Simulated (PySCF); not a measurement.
Structure elucidation problem

Molecular formula: C₄H₅FOSi. Simulated spectra:

1H NMR (300 MHz, computed): δ 6.54 (m, 1H), 4.67 (m, 2H), 2.02 (m, 2H).

13C{1H} NMR (computed): δ 206.9 (C), 201.4 (C), 138.7 (CH), 22.8 (CH2).

Single conformer, no relativistic terms, no solvent, rapidly exchanging positions averaged. Structure optimised with GFN2-xTB; PBE0/pcSseg-1 with gauge-including orbitals; PySCF 2.14.

δ = σ(ref) − σ, references computed at the same level: 1H (31.72 ppm), 13C (186.93 ppm) vs TMS.

Question: What is the structure?

Answer: 
- The formula gives 3 degrees of unsaturation (1 ring in the answer).
- 4 carbon signals for 4 carbons: no two carbons are equivalent.
- Carbon types of the structure: 2 × C, 1 × CH, 1 × CH2, leaving 2 H on heteroatoms.
- δC 206.9: β carbon of a C=C–C=O unit; conjugation with the carbonyl draws π density from the β position.
- δC 201.4: ketone carbonyl carbon; the double bond to the heteroatom, with no lone-pair donor beside it, deshields it most.
- δC 138.7: α carbon of a C=C–C=O unit; an sp2 carbon of a C=C bond.
- δC 22.8: sp3 CH2 bonded to Si, α to a carbonyl; the adjacent C=O deshields it moderately.
- δH 6.54: hydrogen on an α carbon of a C=C–C=O unit; attached to an sp2 carbon and in the plane of the double bond.
- δH 4.67: hydrogen on a silicon bonded to 2 C, in a 5-membered ring.
- δH 2.02: hydrogen on an sp3 CH2 bonded to Si, α to a carbonyl; α to C=O.

The compound is `InChI=1S/C4H5FOSi/c5-4-1-3(6)2-7-4/h1H,2,7H2`.

The data come from this structure; uniqueness wasn't tested.

Splittings by 19F in the carbon and heteronuclear signals aren't shown, as no couplings were computed. Shifts are as computed. Against solution values, carbons near 30 ppm lie about +3 ppm off and those near 130 ppm about +5 ppm. Of 1211 compounds with measured shifts, 218 miss one by over three times the rms of a fit or turn the order of signals round; such compounds aren't used in these exercises. No couplings were computed; multiplicities are counted from neighbouring protons, with m where these are inequivalent, close in shift, in a saturated or five-membered ring or joined by F or P, and br s for small geminal =CH2 splittings.
